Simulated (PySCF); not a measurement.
# EPR parameters of silicon trifluoride radical

Species: silicon trifluoride radical, SiF₃ (doublet state).
SMILES with atom numbers: `[F:1][Si:2]([F:3])[F:4]`

Geometry (PBE0-D3(BJ)/def2-SVP, Å), atoms numbered from 1 in this order:
```xyz
4
SiF3 angstrom
F      1.4655   -0.0077   -0.3798
Si     0.0703   -0.0037    0.4196
F     -0.7440    1.3090   -0.0271
F     -0.7712   -1.2880   -0.0583
```

The calculation used PySCF 2.14.0, UKS B3LYP, IGLO-III on F Si, non-relativistic, mean-field spin-orbit, GIAO. Isolated species at its PBE0-D3(BJ)/def2-SVP geometry, gas phase. The SCF solution wasn't tested for stability.

* g1, g2, g3: 2.00000, 2.00000, 2.00168
* g_iso: 2.00056
* Form of g: axial
* ⟨S²⟩: 0.7510 (exact 0.7500)
* α and β electrons: 21, 20
* HOMO–LUMO gap, α and β orbitals: 8.38, 7.86 eV

Hyperfine couplings atom by atom, in G; T1 to T3 are the principal values of the dipolar part; ρ(0) is the spin density at the nucleus (MHz turned into gauss with g_iso; 10 G = 1 mT):

```csv
atom,isotope,a_iso,of which spin–orbit,T1,T2,T3,Mulliken spin population,ρ(0) (bohr⁻³)
F1,19F,124.2,0.4,-50.4,-48.4,98.8,0.03,0.0824
Si2,29Si,-519.9,0.4,-40.1,20.1,20.1,0.92,1.6394
F3,19F,124.2,0.4,-50.5,-48.4,98.8,0.03,0.0824
F4,19F,124.4,0.4,-50.5,-48.4,98.9,0.03,0.0825
```

The largest Mulliken spin population is on Si2 (+0.92). The angles at Si2 add up to 323.1°, so it is pyramidal.

Under fast tumbling the dipolar parts average out, and these isotropic splittings remain: 3 × 19F (F1/F3/F4, I = 1/2, 4 lines) with 12.43 mT.

Nuclei that the bonding pattern makes equivalent are averaged, as if the motion that swaps them (rotation, inversion, ring flip) were fast.

The 29Si coupling of Si2 (-1455.9 MHz) shows only in satellite lines or after enrichment, since that isotope makes up about 4.7 % of natural silicon.
